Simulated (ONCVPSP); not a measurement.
Transferability test, ONCV potential for gallium

ONCVPSP 4.0.1 input, shortened (lines: element, Z, core and valence counts, functional; n l f; lmax; l rc ep ncon nbas qcut; lloc lpopt rc5 dvloc0; l nproj debl; icmod fcfact rcfact), PBE, scalar-relativistic:

```
  Ga 31.00    5    3        4      upf
    1    0    2.00
    2    0    2.00
    2    1    6.00
    3    0    2.00
    3    1    6.00
    3    2   10.00
    4    0    2.00
    4    1    1.00
    2
    0    2.10    0.00    5    9    2.70
    1    2.10    0.00    4    7    4.30
    2    1.00    0.00    5    9   12.90
    4    2    0.95   -1.00
    0    2    3.20
    1    1    2.00
    2    1    1.60
    2    0.70    0.75
```

Energies are relative to the spin-unpolarised reference configuration 3d10 4s2 4p1; without spin polarisation the order of configurations can differ from experiment. Not all tests gave a result: 1 of 4 tests not solved or not reliable.

```json
{"valence configuration": "3d10 4s2 4p0", "charge": "+1", "ΔE all-electron (eV)": "5.688", "error AE − PS (meV)": "-1.1"}
{"valence configuration": "3d10 4s1 4p0", "charge": "+2", "ΔE all-electron (eV)": "26.817", "error AE − PS (meV)": "-2.4"}
{"valence configuration": "3d9 4s2 4p1", "charge": "+1", "ΔE all-electron (eV)": "27.696", "error AE − PS (meV)": "-216"}
```

Note: no bound ghost flagged; GHOST(+) flagged for s at 82.7 eV.
